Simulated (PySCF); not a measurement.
# Threshold energies of InP in a plasma

PBE in PySCF with def2-SVPD on every atom (core potentials on In), for the lowest determinant that a PBE0 search found; no spin–orbit coupling.

```json
{"species": "InP", "state (unpaired electrons)": "triplet (π ↑↑)", "Re (Å)": "2.693", "ωe (cm⁻¹)": "248", "energy of the minimum from the neutral (eV)": "0.00", "De (eV)": "2.14", "dissociates to": "In + P"}
{"species": "InP⁺", "state (unpaired electrons)": "quartet (σ ↑, π ↑↑)", "Re (Å)": "2.940", "ωe (cm⁻¹)": "123", "energy of the minimum from the neutral (eV)": "7.17", "De (eV)": "0.55", "dissociates to": "In⁺ + P"}
```

Question: Work out the lowest energy to break InP into atoms, from its vibrational ground state.

Answer: D0 = De − ωe/2 = 2.14 − 0.02 = 2.12 eV (PBE/def2-SVPD).

Question: Work out the ionisation energy of the In atom at this level and the threshold of dissociative ionisation.

Answer: IE(In) = 7.17 + 0.55 − 2.14 = 5.58 eV, so In⁺ + P + e⁻ appears at D0 + IE(In) = 7.70 eV (PBE/def2-SVPD). The measured IE(In) is 5.786 eV (NIST ASD).

These are thermodynamic thresholds; the onsets seen under electron impact lie higher where the geometry changes, and cross-sections peak well above them.

These are scalar-relativistic numbers at best; spin–orbit coupling would shift them, the dissociation energy most. For an ion De counts to the pair picked by the measured ionisation energies or electron affinities, which need not be the lowest pair at this level. States were picked by a PBE0 search and need not be the measured ground states.
